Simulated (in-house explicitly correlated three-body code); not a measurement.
Results of a calculation; reference values are marked as such.
## Taking the two-electron ground state apart, Z = 3.2

A variational code in 260 exponentially correlated functions gives, for two electrons around a point charge Z = 3.2 (non-relativistic, fixed nucleus, atomic units): E = -8.3950736, <1/r> = 2.887878 per electron, <1/r12> = 1.692272. From its density, U = 3.552425 (Hartree energy) and T_s = 8.354835 (kinetic energy of the doubly filled orbital √(n/2)). Further, <r²> = 0.384448 per electron, <r12²> = 0.796956 and <p1·p2> = 0.3152.

(1) Check the virial theorem, and compare with the screened hydrogenic estimate.

(2) Find the exchange and correlation energies of density-functional theory.

(3) What do the second moments say about angular correlation and diamagnetism?

(4) How does a model nuclear mass of 6.4 u change the ionisation energy, to first order in m/M (1 hartree = 27.211386 eV)?

Results:

(1) V = −2Z<1/r> + <1/r12> = -18.482419 + 1.692272 = -16.790147, and 2E = -16.790147, so T = −E = 8.395074. A product of 1s orbitals with exponent Z − 5/16 = 2.8875 gives −2.8875² = -8.33766, which is 57.4 millihartree too high.

(2) For two electrons in one orbital E_x = −U/2 = -1.776212. The potential part of correlation is U_c = <1/r12> − U − E_x = -0.083940, the kinetic part T_c = T − T_s = 0.040239, and E_c = T_c + U_c = -0.043702 hartree. Restricted Hartree-Fock gives -8.351385, so the correlation energy of wave-function theory is -0.043688.

(3) From r12² = r1² + r2² − 2 r1·r2, <r1·r2> = <r²> − <r12²>/2 = -0.01403 bohr². It vanishes for a product of s orbitals, and its negative sign shows that the electrons favour opposite sides of the nucleus. The Langevin susceptibility is −0.79199e-6 × 2<r²> = -0.609e-6 cm³/mol.

(4) m/M = 1/(6.4 × 1822.8885) = 8.57156e-05. With a fixed nucleus the second electron is bound by −Z²/2 − E = 3.275074 hartree = 89.1193 eV. The reduced mass scales this by 1 − m/M, a change of -7.639 meV. The mass-polarisation term raises the two-electron state by (m/M)<p1·p2> = 27.02 microhartree, a further -0.735 meV. The sum is 89.1109 eV, before relativistic and QED terms.
